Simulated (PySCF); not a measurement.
# Relaxation of triplet CrF4

Computed with UPBE/[Cr def2-SVP, F def2-SVP], no relativity, density fitting, PySCF. A (50,194) grid was used.

A start at the PBE0 minimum, of Td symmetry, held to at least that symmetry:

Coordinates in bohr (charge 0 multiplicity 3):
```
Cr    0.0000    0.0000    0.0000
F     1.8362   -1.8362   -1.8362
F     1.8362    1.8362    1.8362
F    -1.8362    1.8362   -1.8362
F    -1.8362   -1.8362    1.8362
```

Optimiser trace:
```csv
step,E − E(last) (kJ/mol),largest gradient (Eh/bohr)
0,3.66,0.00932
1,0.02,0.00057
2,0.00,0.00004
```

It ends at Td with Cr–F 1.705 Å (×4); F–Cr–F 109.5° (×6) (after a last refinement on a finer grid). A frequency run shows a minimum. Other isomers or separated fragments may lie lower.

Final geometry:
Coordinates in bohr (charge 0 multiplicity 3):
```
Cr    0.0000    0.0000    0.0000
F     1.8603   -1.8603   -1.8603
F     1.8603    1.8603    1.8603
F    -1.8603    1.8603   -1.8603
F    -1.8603   -1.8603    1.8603
```

With open d or f shells other occupations or spin states may lie lower.

The relaxation took 4 s on 4 threads of a shared Arm Neoverse V1 host, with 87 basis functions and 3 gradients; the process peaked at 0.62 GiB. Launch command: `OMP_NUM_THREADS=4 python axn.py task.json out`.
